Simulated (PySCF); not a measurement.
A compound of formula C28H32 has these computed shifts in ppm, with the number of atoms in brackets (GIAO KT3/pcSseg-1, gas phase, PySCF SCF with an in-house response code, fitting set def2-universal-JFIT, grid level 2, non-relativistic, geometry: GFN2-xTB; 13C, 1H against isolated TMS).

1H: 7.72 (2), 7.27 (2), 7.12 (1), 2.94 (1), 2.72 (1), 2.58 (1), 2.58 (1), 2.54 (1), 2.52 (1), 2.20 (1), 2.20 (1), 2.08 (1), 2.07 (1), 1.99 (1), 1.98 (1), 1.97 (1), 1.95 (1), 1.91 (1), 1.86 (1), 1.85 (1), 1.85 (1), 1.82 (1), 1.68 (1), 1.58 (1), 1.49 (1), 1.45 (1), 1.36 (1), 1.33 (1), 1.20 (1), 1.07 (1)
13C: 141.4 (1), 123.5 (2), 121.3 (2), 118.8 (1), 52.3 (1), 50.7 (1), 50.3 (1), 49.4 (1), 47.4 (1), 44.7 (1), 44.3 (1), 44.2 (1), 44.2 (1), 44.1 (1), 44.0 (1), 43.6 (1), 41.6 (1), 41.5 (1), 40.2 (1), 38.8 (1), 38.8 (1), 36.8 (1), 36.4 (1), 35.4 (1), 34.6 (1), 33.0 (1)

Problem. Which structure gave them?

Solution. c1ccc([C@@]23[C@@H]4C[C@H]5C[C@H]6[C@@H]4C[C@@H]4[C@H]7[C@@H]8C[C@H]9C[C@@H]([C@@H]8C[C@@H]42)[C@]3(C5)[C@]76C9)cc1. Other isomers were not compared.
